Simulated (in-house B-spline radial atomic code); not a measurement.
Configurations of F⁷⁺, with energies counted from 1s2. Level of theory: Dirac-Hartree-Fock, average of configuration, Fermi nucleus of rms radius 2.8976 fm; calculated with a radial B-spline atomic code at the basis-set limit. Energies include first-order Breit, QED and recoil terms.

```csv
configuration,E - E(ref) (eV),highest orbital,its <r> (bohr)
1s1 (4p3/2)1,897.84,4p3/2,2.855
1s1 (4f5/2)1,898.2,4f5/2,2.25
1s1 (5p3/2)1,917.61,5p3/2,4.538
1s1 (5d3/2)1,917.78,5d3/2,4.31
1s1 (5f7/2)1,917.79,5f7/2,3.937
```

(1) Order these further configurations by energy, lowest first.
A. 1s1 (5g9/2)1
B. 1s1 (3d5/2)1
C. 1s1 (4d5/2)1
D. 1s1 (2p1/2)1
E. 1s1 (3p3/2)1

Answers

(1) D (731.91 eV), E (855.03 eV), B (855.84 eV), C (898.18 eV), A (917.8 eV).
